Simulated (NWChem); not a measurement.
AlBrCl2; SMILES [Cl][Al]([Cl])[Br]

Program: NWChem. Coordinates come from a B3LYP/6-31G* (spherical d) optimisation. Total energies compare along this basis series because the functional is fixed.

```tsv
level	basis functions	energy (Ha)	highest occupied level (eV)	orbital gap (eV)	dipole (D)
PBE0/pcseg-1	81	-3736.1337	-9.12	7.42	0.45
PBE0/aug-pcseg-1	117	-3736.1428	-9.07	7.30	0.26
PBE0/pcseg-2	145	-3736.5801	-9.04	7.48	0.36
PBE0/STO-3G	45	-3695.5328	-6.18	7.76	0.93
PBE0/def2-SVP	86	-3735.8066	-8.87	7.53	0.21
```
